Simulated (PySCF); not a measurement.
Choosing a basis for TDDFT

Species: C₂H₈BFO.
SMILES: `C[O+](C)[BH2-]F`

TDDFT with PBE0 (PySCF), vertical singlets, core orbitals frozen in the response, spherical d and f functions. Isolated species at its PBE0-D3(BJ)/def2-SVP geometry (one conformer only).

| basis | functions | diffuse | S1 (eV) | S2 (eV) | S3 (eV) | S4 (eV) | S5 (eV) | LUMO (eV) | α (au) |
| --- | --- | --- | --- | --- | --- | --- | --- | --- | --- |
| 6-31G* | 86 | no | 7.92 | 8.88 | 9.33 | 9.44 | 10.01 | 1.91 | 39.3 |
| 6-31+G* | 106 | yes | 6.91 | 7.32 | 7.61 | 7.79 | 8.02 | 0.05 | 44.6 |
| def2-SVP | 110 | no | 7.72 | 8.31 | 9.00 | 9.17 | 9.37 | 1.36 | 40.7 |
| def2-SVPD | 170 | yes | 7.18 | 7.62 | 8.13 | 8.31 | 8.38 | 0.39 | 48.7 |
| aug-cc-pVDZ | 187 | yes | 6.62 | 7.21 | 7.29 | 7.51 | 7.59 | -0.29 | 49.7 |
| def2-TZVP | 203 | no | 7.42 | 7.81 | 8.54 | 8.72 | 8.74 | 0.86 | 46.7 |
| def2-TZVPD | 263 | yes | 6.85 | 7.36 | 7.67 | 7.84 | 7.97 | 0.02 | 49.6 |

**Question.** Compare the sets with the largest diffuse one.

**Answer.** States are compared by their number. Against the largest diffuse basis here (def2-TZVPD, itself not a converged limit), sets without diffuse functions differ by up to 1.06 eV in S1 and 2.04 eV in S5; the smaller diffuse sets differ by up to 0.32 and 0.41 eV. State by state, the largest deviation of a set without diffuse functions is S1 1.06, S2 1.52, S3 1.65, S4 1.60, S5 2.04 eV. The same number needn't mean the same state in each row. Against def2-TZVPD the polarisability deviates by -21% in 6-31G*, -10% in 6-31+G*, -18% in def2-SVP, -2% in def2-SVPD, 0% in aug-cc-pVDZ, -6% in def2-TZVP. A single + in a Pople set puts diffuse functions on heavy atoms only.

Without π bonds the low states are Rydberg-like; a valence basis with one diffuse set may place them up to an eV too high.
